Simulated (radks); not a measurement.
Species: Sc2+. Configuration: [Ne] 3s1.5 3p6 3d1 4d0.5 (fractional occupations, a model configuration). All-electron calculation, scalar-relativistic Kohn-Sham, exchange-only PBE, spin-polarised, spherical densities, finite nucleus; open shells are filled with parallel spins first; Fermi nuclear charge, rms radius 3.5459 fm. Program: a radial shooting solver on a logarithmic mesh with Libxc functionals.

Normalised radial functions P(r) = r R(r), r in bohr:

r,3p up,3d up,3d down
0.009687,0.0091,0.0000,0.0000
0.01282,0.0153,0.0001,0.0001
0.01696,0.0255,0.0002,0.0002
0.02244,0.0420,0.0005,0.0005
0.02969,0.0678,0.0011,0.0011
0.03928,0.1070,0.0025,0.0025
0.05156,0.1620,0.0052,0.0051
0.06822,0.2383,0.0108,0.0107
0.09026,0.3322,0.0218,0.0216
0.1194,0.4303,0.0425,0.0421
0.158,0.5030,0.0794,0.0786
0.2091,0.5026,0.1408,0.1394
0.2766,0.3753,0.2343,0.2319
0.366,0.0916,0.3628,0.3589
0.4843,-0.3143,0.5169,0.5107
0.6408,-0.7258,0.6706,0.6609
0.8479,-0.9814,0.7823,0.7705
1.122,-0.9658,0.8036,0.7942
1.484,-0.7180,0.7190,0.7167
1.964,-0.3992,0.5542,0.5617
2.599,-0.1592,0.3586,0.3708
3.438,-0.0416,0.1823,0.1900
4.549,-0.0063,0.0678,0.0691
6.019,-0.0005,0.0161,0.0163
7.964,0.0000,0.0021,0.0022
10.54,0.0000,0.0001,0.0001
13.94,0.0000,0.0000,0.0000

3p up: eigenvalue -53.875 eV, 1 radial node at r = 0.392 bohr, <r> = 1.14 bohr, 90 % of the charge inside 1.75 bohr. 3d up: eigenvalue -22.159 eV, 0 radial nodes, <r> = 1.46 bohr, 90 % of the charge inside 2.45 bohr. 3d down (empty): eigenvalue -20.414 eV, 0 radial nodes, <r> = 1.48 bohr, 90 % of the charge inside 2.50 bohr.
